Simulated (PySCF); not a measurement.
PySCF input for F3S, SMILES F[S](F)F, multiplicity 2, B3LYP/pcH-1. Coordinates come from a PBE0-D3(BJ)/def2-TZVP optimisation. A frequency run showed that this geometry is not a minimum. The isomer is the one that the SMILES or the coordinates give; other isomers of the formula were not compared.

```python
import numpy as np
from pyscf import gto, scf, dft
from pyscf.prop.hfc import uks as hfc
from pyscf.prop.gtensor import uks as gtensor

mol = gto.M(
    atom='''
    F     0.00000000    1.65734233   -0.28528211
    S     0.00000000   -0.00000000   -0.35877114
    F     0.00000000   -1.65734232   -0.28528212
    F     0.00000000   -0.00000000    1.20837960
    ''',
    basis='pcH-1',
    charge=0,
    spin=1,
    max_memory=1600,
    verbose=3,
)
mf = dft.UKS(mol, xc='b3lyp')
mf.grids.level = 3
mf.conv_tol = 1e-10
mf.max_cycle = 100
mf.kernel()
fine, coarse = mf.grids, dft.Grids(mol).set(level=1).build(with_non0tab=True)
for _ in range(3):  # follow internal instabilities
    mf.grids = coarse
    mo, _, stable, _ = mf.stability(return_status=True, nroots=4)
    mf.grids = fine
    if stable:
        break
    mf.kernel(mf.make_rdm1(mo, mf.mo_occ))
A = hfc.HFC(mf).make_fcdip(mf.make_rdm1())  # Fermi contact and dipolar terms, MHz
print('atom   A(iso)/MHz   principal dipolar parts/MHz')
for i, a in enumerate(A):
    w = np.linalg.eigvalsh((a + a.T) / 2)
    print(f'{mol.atom_symbol(i):2s}{i + 1:3d} {w.mean():12.2f}', (w - w.mean()).round(2))
gt = gtensor.GTensor(mf)
gt.dia_soc2e, gt.para_soc2e, gt.so_eff_charge = None, None, True
gt.max_cycle_cphf = 60
g = gt.kernel()
```

Log of the run:

```

WARN: HOMO -0.222792842198544 >= LUMO -0.222792842198558

converged SCF energy = -697.632272765929  <S^2> = 0.75424755  2S+1 = 2.0042431
<class 'pyscf.dft.uks.UKS'> wavefunction is stable in the internal stability analysis
atom   A(iso)/MHz   principal dipolar parts/MHz
F   1        68.13 [-266.67 -229.07  495.74]
S   2        37.45 [-90.76 -82.61 173.37]
F   3        68.13 [-266.67 -229.07  495.74]
F   4       103.09 [-182.98 -177.05  360.03]
SOC(1e)/OZ [-0.00027361  0.00849989  0.01103029]
free electron g 2.00231930436182
g-tensor total [2.00176457 2.01067415 2.01316557]
g-shift (ppt) [-0.55473818  8.35484214 10.84626765]
```

The calculation finished and met its thresholds.

Cost: about 70 core-seconds (a rough figure).
